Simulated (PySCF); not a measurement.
Fractional electron number in Sn⁻ (tin, charge -1)

The 5p alpha orbital of [Kr] 4d10 5s2 5p3 is emptied in steps (occupation f), with all orbitals relaxed, ending at [Kr] 4d10 5s2 5p2. All numbers are calculated (PySCF 2.14, a scalar-relativistic core potential, in aug-cc-pVDZ-PP with ECP28MDF (5s4p3d, 32 functions)). The exact energy is a straight line in f; departures are measured from the line between the end points of the same method.

```
  f  UHF (eV)  LDA (eV)  PBE (eV)  PBE0 (eV)  r2SCAN (eV)  LC-wPBE (eV)  BHandHLYP (eV)  B3LYP (eV)  r2SCAN0 (eV)
  1     0.000     0.000     0.000      0.000        0.000         0.000           0.000       0.000         0.000
0.9     0.053    -0.224    -0.219     -0.154       -0.210         0.030          -0.091      -0.170        -0.148
0.7     0.116    -0.538    -0.522     -0.366       -0.495         0.067          -0.218      -0.405        -0.348
0.5     0.130    -0.655    -0.633     -0.442       -0.594         0.078          -0.265      -0.492        -0.415
0.3     0.103    -0.562    -0.540     -0.375       -0.501         0.065          -0.227      -0.420        -0.349
0.1     0.042    -0.245    -0.235     -0.162       -0.216         0.028          -0.099      -0.183        -0.149
  0     0.000     0.000     0.000      0.000        0.000         0.000           0.000       0.000         0.000
```

```csv
method,E(f=0) − E(f=1) (eV),−ε at f=1 (eV),−ε at f=0.5 (eV)
UHF,0.968,1.585,0.928
LDA,1.550,-0.907,1.477
PBE,1.415,-0.987,1.360
PBE0,1.414,-0.287,1.387
r2SCAN,1.514,-0.798,1.496
LC-wPBE,1.389,1.731,1.383
BHandHLYP,1.191,0.195,1.163
B3LYP,1.338,-0.526,1.292
r2SCAN0,1.507,-0.133,1.506
```

Orbital energy along the path (eV):

```csv
f,UHF,LDA,PBE,PBE0,r2SCAN,LC-wPBE,BHandHLYP,B3LYP,r2SCAN0
1,-1.585,0.907,0.987,0.287,0.798,-1.731,-0.195,0.526,0.133
0.9,-1.423,0.475,0.554,-0.027,0.364,-1.648,-0.369,0.190,-0.182
0.7,-1.150,-0.458,-0.369,-0.689,-0.548,-1.506,-0.750,-0.524,-0.837
0.5,-0.928,-1.477,-1.360,-1.387,-1.496,-1.383,-1.163,-1.292,-1.506
0.3,-0.743,-2.568,-2.405,-2.112,-2.456,-1.265,-1.603,-2.106,-2.172
0.1,-0.587,-3.709,-3.487,-2.850,-3.429,-1.141,-2.062,-2.951,-2.836
0,-0.517,-4.291,-4.037,-3.222,-3.914,-1.076,-2.299,-3.381,-3.163
```

At f = 1 the orbital energy is positive for LDA, PBE, PBE0, r2SCAN, B3LYP, r2SCAN0: only the finite basis holds the electron.

Reference removal energy between the ground levels: 1.112 eV (measured; photodetachment measurements, as compiled on the Wikipedia data page of electron affinities). The calculation has no spin-orbit coupling. UHF lacks correlation.
